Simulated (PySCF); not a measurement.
An unknown shows these calculated signals:

1H NMR (500 MHz, computed): δ 10.24 (br s, 1H), 7.71 (d, 1H), 2.67 (m, 1H), 2.48 (m, 1H), 1.89 (m, 1H), 1.06 (m, 1H), 0.85 (br s, 2H), 0.78 (m, 1H), 0.38 (m, 1H).

13C{1H} NMR (computed): δ 178.7 (CH), 68.2 (CH), 25.7 (CH), 0.8 (CH2).

PySCF calculation with geometry: GFN2-xTB and shieldings: GIAO PBE0/pcSseg-1; one conformer, fast rotation and ring inversion assumed for equivalent nuclei, non-relativistic Hamiltonian, in vacuum.

Scale: 1H (σref 31.72), 13C (σref 186.93) vs TMS (reference shieldings calculated alike).

Problem. Which of these does the molecule contain: a Si–H bond, a three-membered ring, an ester, an NH or NH2 group, a carboxylic acid, a CH3CH2 unit?

Solution. 
- A Si–H bond: yes (δH 2.67 (m), 2.48 (m)).
- A three-membered ring: yes.
- An ester: no.
- An NH or NH2 group: yes (δH 10.24 (br s)).
- A carboxylic acid: no.
- A CH3CH2 unit: no.

The data belong to `[H]/N=C\[C@@H](N)[C@H]1C[SiH2]1`, C4H10N2Si; they needn't prove each group on their own.

Carbon signals by region: 1 in the far downfield region (above 160 ppm), 1 at 50–100 ppm, 2 below 50 ppm. Above 160 ppm: 178.7, C=N carbon.

The OH or NH signal is concentration- and solvent-dependent in practice; the value given is the gas-phase one. Shifts are as computed. Against solution values, carbons near 30 ppm lie about +3 ppm off and those near 130 ppm about +5 ppm. Of 1309 compounds with measured shifts, 239 miss one by over three times the rms of a fit or turn the order of signals round; such compounds aren't used in these exercises. No couplings were computed; multiplicities are counted from neighbouring protons, with m where these are inequivalent, close in shift, in a saturated or five-membered ring or joined by F or P, and br s for small geminal =CH2 splittings.
